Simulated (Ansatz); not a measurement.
Conformers of ClH6NO3Si2 (`O[SiH](O)N[SiH](O)Cl`), each relaxed with PBE0-D4/def2-TZVP in Ansatz. CBS adds the triple-zeta coupled-cluster correction to the MP2 limit.

Not all of them had a frequency check.

Conformer A:

```xyz
13

O    -2.038    0.401   -1.272
Si   -0.814   -0.568   -0.774
O     0.555   -0.193   -1.617
N    -0.390   -0.318    0.858
Si    1.025    0.388    1.539
O     2.294    0.179    0.551
Cl    0.712    2.397    1.885
H    -2.782   -0.018   -1.707
H    -1.224   -1.971   -1.025
H     0.426    0.287   -2.437
H    -1.132   -0.491    1.524
H     1.312   -0.201    2.859
H     2.058    0.109   -0.384
```

Conformer B:

Cartesian coordinates in Å:
```
O 1.231 -1.980 -0.118
Si 0.855 -0.643 0.752
O 1.809 0.526 0.089
N -0.763 -0.105 0.628
Si -1.502 0.773 -0.655
O -0.346 1.303 -1.662
Cl -2.584 2.297 0.209
H 0.767 -2.797 0.067
H 1.134 -0.867 2.189
H 2.642 0.221 -0.280
H -1.292 -0.149 1.488
H -2.477 0.007 -1.450
H 0.525 1.413 -1.258
```

Which is lowest in electronic energy at CCSD(T)/CBS (frozen core, def2 sets), and by how much? (Estimate.)

Computed: B; A lies 3.6 kJ/mol higher.

Give the energies relative to B (kJ/mol) with PBE-D4/def2-TZVPP, PBE0-D4/def2-TZVPP, ωB97X-V/def2-TZVPP, r2SCAN/def2-TZVPP, B3LYP/def2-TZVPP, SCS-MP2/def2-QZVPP, MP2/CBS(def2). (Estimate.)

The calculation gave: 
```
             level    A
 PBE-D4/def2-TZVPP  3.4
PBE0-D4/def2-TZVPP  3.2
ωB97X-V/def2-TZVPP  3.6
 r2SCAN/def2-TZVPP  3.9
  B3LYP/def2-TZVPP  3.3
SCS-MP2/def2-QZVPP  3.7
     MP2/CBS(def2)  3.6
```

B3LYP here is the variant with VWN-RPA as its local correlation; programs differ in this.
